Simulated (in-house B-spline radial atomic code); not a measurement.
Radial electron density of Ru, [Kr] 4d7 5s1. Method: Dirac-Kohn-Sham PBE, spherical fractional occupations, Fermi nucleus of rms radius 4.4809 fm. Calculated with a B-spline radial code for spherical atoms.

Columns: r (bohr), 4πr²n(r) (electrons per bohr), bar.

```
 0.00134    1.666 #
 0.00166     2.43 ##
 0.00207    3.561 ##
 0.00257    5.133 ###
 0.00319    7.319 #####
 0.00396     10.3 #######
 0.00491    14.24 #########
  0.0061    19.34 ############
 0.00757    25.59 ################
  0.0094    32.86 #####################
  0.0117    40.71 ##########################
  0.0145    47.99 ##############################
   0.018    53.63 ##################################
  0.0223    56.31 ####################################
  0.0277    55.45 ###################################
  0.0344    51.91 #################################
  0.0428    48.44 ###############################
  0.0531    48.82 ###############################
  0.0659    54.96 ###################################
  0.0818    64.24 #########################################
   0.102    69.69 ############################################
   0.126    65.35 #########################################
   0.157    53.43 ##################################
   0.194    45.21 #############################
   0.241    47.48 ##############################
     0.3    53.95 ##################################
   0.372    50.67 ################################
   0.462    35.25 ######################
   0.574    19.57 ############
   0.712    13.52 #########
   0.884    14.02 #########
     1.1    13.38 ########
    1.36    9.774 ######
    1.69    5.704 ####
     2.1    3.035 ##
    2.61    1.619 #
    3.24   0.8537 #
    4.02   0.4055 
    4.99   0.1593 
     6.2   0.0481 
     7.7  0.01024 
    9.56 0.001387 
    11.9 0.0001047
```

On this grid the curve has 4 maxima, near 0.0223, 0.102, 0.3, 0.884 bohr.

The 4d3/2 radial function P(r) = rR(r), positive near the nucleus, with its small component Q(r) (sign convention: Q ≈ (P' + κP/r)/2c):

```tsv
r (bohr)	P	Q
0.0117	0.0009904	0.001325
0.018	0.003134	0.002784
0.0277	0.009602	0.005537
0.0428	0.02799	0.01018
0.0659	0.07348	0.01642
0.102	0.1682	0.02192
0.157	0.3052	0.02153
0.241	0.3922	0.01196
0.372	0.2437	-0.0024
0.574	-0.213	-0.01067
0.884	-0.6918	-0.00893
1.36	-0.7977	-0.003572
2.1	-0.5564	-0.0006995
3.24	-0.2671	3.929e-05
4.99	-0.08458	7.759e-05
7.7	-0.0146	2.075e-05
11.9	-0.000945	1.666e-06
```
